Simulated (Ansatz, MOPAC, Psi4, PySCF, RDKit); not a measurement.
Noncovalent pair: CH4 (SMILES C) (first 5 atoms) with H4OSi (SMILES O[SiH3]); geometry from B3LYP-D3(BJ)/def2-TZVP, rigid monomers moved along the line of their centres of mass till C1···H8 is 2.92 Å.
(charge 0, multiplicity 1):
```
atom    x (Å)    y (Å)    z (Å)
----  -------  -------  -------
C      0.1916  -0.0203   0.4859
H     -0.7643  -0.2195   0.9682
H      0.0641  -0.0530  -0.5948
H      0.5468   0.9708   0.7689
H      0.9156  -0.7816   0.7778
O      0.9740   0.2409   4.1833
Si    -0.5906   0.1053   4.6945
H      1.1383   0.2115   3.2373
H     -1.4399   1.1973   4.1565
H     -0.5450   0.1855   6.1678
H     -1.1939  -1.1856   4.2785
```

Monomers are frozen at their geometry in the pair; levels with a basis set take the counterpoise correction. Rows marked so take none. RDKit's UFF carries no charges.

Cores are frozen in the correlated methods. Rows in 6-31G* carry no dispersion term and start afresh at each structure (6-31G* with six Cartesian d functions). The state reached by AM1 isn't checked.

Programs: Ansatz (an electronic-structure program); MOPAC for AM1 (differences of heats of formation); Psi4 for SAPT; PySCF for 6-31G* rows, the dispersion terms; RDKit for the force fields. Values without a source in brackets are computed.

```tsv
level	interaction energy (kJ/mol)
UFF	-3.8
AM1	-1.4
HF/6-31G*	-0.6
HF/6-31G* (no counterpoise)	-1.6
PBE/def2-TZVPPD	-3.3
r2SCAN-D3(BJ)/def2-TZVPPD	(withheld)
MP2/aug-cc-pV(D+d)Z	-4.2
SCS-MP2/aug-cc-pV(D+d)Z	-3.2
SAPT0/jun-cc-pV(D+d)Z	-3.1
```

Problem. Complete the blanks.

Solution. 
- r2SCAN-D3(BJ)/def2-TZVPPD, interaction energy (kJ/mol): -5.8
